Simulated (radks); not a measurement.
The numbers below are computed, except where a source is named.
Q: The osmium ion Os3+, 73 electrons, occupied as [Xe] 4f14 5d5. Level of theory: Dirac Kohn-Sham, BLYP, spin-unpolarised, spherical densities, point nucleus; open shells are shared between the two j in proportion to 2j + 1; speed of light set to 171.295 atomic units (1.25 times the physical value, a model run) (a radial shooting solver on a logarithmic mesh with Libxc functionals). Some entries of the table are withheld. Estimate them.

orbital,occ.,eigenvalue (eV),<1/r> (bohr^-1)
1s1/2,2,-71246.82,84.11
2s1/2,2,(1),20.23
2p1/2,2,(2),20.22
2p3/2,4,(3),18.11
3s1/2,2,-2850.060,7.575
3p1/2,2,(4),7.506
3p3/2,4,(5),6.957
3d3/2,4,(6),6.865
3d5/2,6,(7),6.723
4s1/2,2,-618.7595,3.230
4p1/2,2,-521.8038,3.128
4p3/2,4,-476.0598,2.935
4d3/2,4,(8),2.732
4d5/2,6,(9),2.681
5s1/2,2,-114.4320,1.290
4f5/2,6,-87.2633,2.271
4f7/2,8,-85.4159,2.250
5p1/2,2,-84.6361,1.170
5p3/2,4,-77.4097,1.101
5d3/2,2,-35.6902,(10)
5d5/2,3,-34.8716,(11)

A: 
(1) 2s1/2 eigenvalue (eV): -12183.65
(2) 2p1/2 eigenvalue (eV): -11677.56
(3) 2p3/2 eigenvalue (eV): -10773.51
(4) 3p1/2 eigenvalue (eV): -2619.825
(5) 3p3/2 eigenvalue (eV): -2423.732
(6) 3d3/2 eigenvalue (eV): -2021.128
(7) 3d5/2 eigenvalue (eV): -1975.064
(8) 4d3/2 eigenvalue (eV): -309.9961
(9) 4d5/2 eigenvalue (eV): -300.7703
(10) 5d3/2 <1/r> (bohr^-1): 0.8141
(11) 5d5/2 <1/r> (bohr^-1): 0.7980
